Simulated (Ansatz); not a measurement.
Consider the redistribution: `OC(F)[SiH2][SiH3]` + `[SiH3][SiH2][SiH2][GeH3]` → `[SiH3][SiH2][SiH2][SiH2][GeH3]` + `OC(F)[SiH3]`.

Computed with Ansatz on PBE0-D4/def2-TZVP structures; ΔE is electronic, products minus reactants. CCSD(T)/CBS is the MP2 limit (def2-TZVPP, def2-QZVPP) plus CCSD(T) − MP2 in def2-TZVPP, frozen cores. DFT in def2-TZVPP. B3LYP here is the variant with VWN-RPA as its local correlation; programs differ in this. For Ge outer-core shells are correlated without core-valence functions, which leaves a few kJ/mol of doubt a bond. Scalar relativity is left out up to krypton. One conformer a species, not always the lowest.

| level | ΔE (kJ/mol) | difference from CCSD(T)/CBS |
| --- | --- | --- |
| B3LYP-D4 | -8.8 | 0.3 |
| MP2/def2-TZVPP | -10.6 | -1.5 |
| SCS-MP2/def2-TZVPP | -8.6 | 0.5 |
| CCSD/def2-TZVPP | -7.3 | 1.8 |
| CCSD(T)/def2-TZVPP | -8.5 | 0.6 |
| MP2/def2-QZVPP | -10.9 | -1.8 |
| SCS-MP2/def2-QZVPP | -8.8 | 0.3 |
| HF/CBS(def2) | -2.5 | 6.6 |
| MP2/CBS(def2) | -11.2 | -2.1 |
| CCSD/CBS(def2) | -8.0 | 1.1 |
| CCSD(T)/CBS | -9.1 | 0 |

Largest T1 diagnostic among the species: 0.013.

In def2-TZVPP, CCSD(T) changes the Hartree–Fock value by −5.9 kJ/mol (the triples alone add −1.1 kJ/mol) and MP2 by −8.0 kJ/mol. The D4 term adds −6.7 kJ/mol with B3LYP and −4.0 kJ/mol with PBE0; it sums over pairs of atoms, weighted by their polarisabilities, and B3LYP, whose exchange is more repulsive, gets the larger term.
